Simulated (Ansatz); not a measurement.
Two structures of CH$_{4}$ClIn, closed shell, reached by relaxing down either side of one saddle point (PBE0-D4/def2-TZVP). Energies are electronic, without zero-point energy. Computed with Ansatz 0.2.0 (basis: def2-TZVPP and def2-QZVPP); correlated methods freeze the cores. Filled d shells of the heavier atoms are correlated. Core potentials replace the inner electrons of the atoms past krypton. The def2 sets are not built for correlating such inner shells, so the correlated values are less sure here. Extrapolation: Hartree–Fock as exp(−7.88 √X), correlation as X^−2.97. First:

In1  (-0.510, -0.864, -0.418)
Cl2  (1.095, -2.573, -0.170)
H3  (-1.941, -1.451, -1.143)
C4  (0.230, 0.989, 0.331)
H5  (0.431, 0.879, 1.397)
H6  (1.171, 1.218, -0.172)
H7  (-0.477, 1.803, 0.175)
(Å)

Second:

```
7
angstrom
In -0.0742 -0.4749 -0.1441
Cl -0.6483 -4.1785 -1.2702
H -0.4566 -2.9394 -0.8932
C 0.2515 1.6202 0.4923
H 0.3809 1.6841 1.5776
H 1.1470 2.0380 0.0210
H -0.6001 2.2505 0.2166
```

(1) Which bonds change from the first to the second?

(2) Give the saddle point's structure and its height above each. (To be estimated.)

The T1 diagnostic stays at or below 0.017. The restricted Hartree–Fock reference is unstable towards an unrestricted one at one or more of these structures.

Results:

(1) CH₄ClIn ([CH3][InH][Cl]) → CH₃In ([CH3][In]) + HCl; bonds formed: Cl2–H3; bonds broken: In1–Cl2, In1–H3.

(2) The calculation gives: 184.2 kJ/mol above the first and 71.8 kJ/mol above the second (CCSD(T) at an estimated basis limit (MP2 extrapolated from triple and quadruple zeta, plus CCSD(T) − MP2 in triple zeta)).
In1  (-0.910, -0.443, -0.495)
Cl2  (0.447, -2.842, -0.476)
H3  (-1.067, -2.158, -0.965)
C4  (0.230, 1.162, 0.371)
H5  (0.427, 0.930, 1.420)
H6  (1.183, 1.244, -0.156)
H7  (-0.309, 2.107, 0.301)
(Å)

Labels in which every atom is bracketed show which atoms are joined, not bond orders.

For scale, one of the runs: CCSD(T)/def2-TZVPP, 179 basis functions, launched by `ansatz run in.yaml --threads 2 --pin off --events-out ev --progress --plain --max-ram 4352MiB`. Time: 26 s of wall clock on 2 CPU threads of an Intel Xeon 6975P-C; the host was shared. Peak host memory: 1.9 GiB.
